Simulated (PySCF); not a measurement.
## Bond curve of BiH

Set-up: basis Bi def2-SVPD with ECP60, H def2-SVPD; scalar-relativistic core potentials; PySCF 2.14. Energies in eV from Bi + H in their ground configurations at the same level. State: ³Σ⁻ (triplet), unpaired electrons π ↑↑.

```tsv
R (Å)	UHF
1.552	-0.745
1.625	-1.031
1.697	-1.189
1.751	-1.243
1.805	-1.253
1.859	-1.228
1.931	-1.154
2.022	-1.016
2.130	-0.824
2.274	-0.589
```

Question: Put a parabola through the three lowest points of the UHF curve and estimate Re, k and ωe (reduced mass 1.003 u; 1 eV/Å² = 0.16022 mdyn/Å; ωe = 1302.8·√(k/μ) cm⁻¹).

Answer: Through R = 1.751, 1.805, 1.859 Å the second-order coefficient is 6.00 eV/Å², so Re ≈ 1.793 Å, k ≈ 1.92 mdyn/Å and ωe ≈ 1804 cm⁻¹. A polynomial fit of higher order to the unrounded UHF energies gives Re = 1.792 Å, k = 2.01 mdyn/Å, ωe = 1846 cm⁻¹; anharmonicity and rounding make the difference.

The higher-order fit for each curve: UHF: Re = 1.792 Å, ωe = 1846 cm⁻¹, De = 1.25 eV.

⟨S²⟩ of the unrestricted solution departs from its pure value on part of the curve, where spin states mix. These are scalar-relativistic numbers at best; spin–orbit coupling would shift them, the dissociation energy most. Hartree–Fock leaves out correlation, which carries a large part of most bond energies and some tenths to 1 eV of ionisation energies. The state was picked by a PBE0 search and need not be the measured ground state.
